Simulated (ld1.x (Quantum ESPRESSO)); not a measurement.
# What one change does to a pseudopotential (zinc, ultrasoft)

- Element: Zn
- Generator: ld1.x (Quantum ESPRESSO) 7.5
- Type: ultrasoft
- Functional: PBE
- Relativity: scalar-relativistic
- Frozen core: [Ar]
- Valence charge: 12
- Reference configuration: 3d10 4s2 4p0
- Partial waves: 4s (bound): rcut 1.65, rcutus 1.95 bohr; 4s channel at 0.2 Ry: rcut 1.65, rcutus 1.95 bohr; 4p (bound, empty): rcut 2.60, rcutus 3.15 bohr; 4p channel at 0.2 Ry: rcut 2.60, rcutus 3.15 bohr; 3d (bound): rcut 1.10, rcutus 1.20 bohr; 3d channel at -0.15 Ry: rcut 1.10, rcutus 1.20 bohr; 4f channel at 0.05 Ry: rcut 2.50, rcutus 2.90 bohr; 4f channel at 2.75 Ry: rcut 2.50, rcutus 2.90 bohr
- Local potential: all-electron potential smoothed inside 2.20 bohr (lloc = -1)
- Core correction: Bessel-smoothed model core, default radius (core density twice the valence density)
- Augmentation charge: PSQ, inside the norm-conserving radii

Change: local potential all-electron potential smoothed inside 1.90 bohr (lloc = -1).

Cutoffs: the cutoffs (Ry, on a coarse ladder) from which the occupation-weighted sum of valence levels, in a spherical-Bessel basis at the reference potential, stays within 10 and 1 mRy of its value at 400 Ry; they do not see the model core or the augmentation charge, which bear on the density cutoff. Errors are all-electron minus pseudo energies relative to the spin-unpolarised reference configuration.

**Question.** Predict the effect on cutoff, ghosts and configuration errors.

**Answer.** The potential gets neither clearly harder nor softer (100 Ry and 160 Ry → 100 Ry and 160 Ry); of the 7 tests that both files solve, the error grows in 1 and shrinks in 3 by more than 15 % and 0.3 meV (median size 30.7 → 21.4 meV); neither file shows a bound ghost.

| quantity | base | changed |
| --- | --- | --- |
| cutoff, loose | 100 Ry | 100 Ry |
| cutoff, tight | 160 Ry | 160 Ry |
| bound ghosts | none | none |
| error for 3d10 4s1 4p0, meV [ΔE 9.89 eV] | -4.6 | -3.2 |
| error for 3d10 4s0 4p0, meV [ΔE 28.33 eV] | -31 | -21 |
| error for 3d9 4s0 4p0, meV [ΔE 68.86 eV] | -299 | -291 |
| error for 3d9 4s2 4p0, meV [ΔE 17.90 eV] | -145 | -150 |
| error for 3d10 4s0 4p2, meV [ΔE 10.56 eV] | +2.5 | +4.7 |
| error for 3d9 4s2 4p1, meV [ΔE 12.24 eV] | -179 | -183 |
| error for 3d10 4s1.5 4p0, meV [ΔE 3.94 eV] | -1.0 | -0.7 |
| s: phases at 3.38 bohr within 0.05 rad from the reference energy up to (Ry; the scan ends near 5) | to the end of the scan | to the end of the scan |
| p: phases at 3.38 bohr within 0.05 rad from the reference energy up to (Ry; the scan ends near 5) | 2.1 | 2.0 |
| d: phases at 3.38 bohr within 0.05 rad from the reference energy up to (Ry; the scan ends near 5) | 3.7 | 3.9 |
| f: phases at 3.38 bohr within 0.05 rad from the reference energy up to (Ry; the scan ends near 5) | 4.6 | 4.6 |
| lowest overlap eigenvalue by channel | s 0.42, p 0.79, d 1.00, f 0.92 | s 0.41, p 0.74, d 0.99, f 0.74 |
